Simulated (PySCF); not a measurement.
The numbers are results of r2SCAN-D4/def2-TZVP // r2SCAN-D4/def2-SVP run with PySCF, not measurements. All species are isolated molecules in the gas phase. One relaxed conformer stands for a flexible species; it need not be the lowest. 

Reference species (SMILES): `[NH2][Ge]([NH2])([NH2])[NH2]` (neutral, multiplicity 1).

```yaml
HOMO: -6.04 eV
S1 oscillator strength: 0.000
```

Changed species: `C[O][Ge]([O]C)([O]C)[NH2]` (3 of 4 NH2 replaced by OCH3; the reference has 0 of 4 NH2 replaced by OCH3).

Q: Give the shifts of the HOMO and S1 oscillator strength.

A: the HOMO drops by 0.47 eV, to -6.51 eV; the S1 oscillator strength stays essentially unchanged.
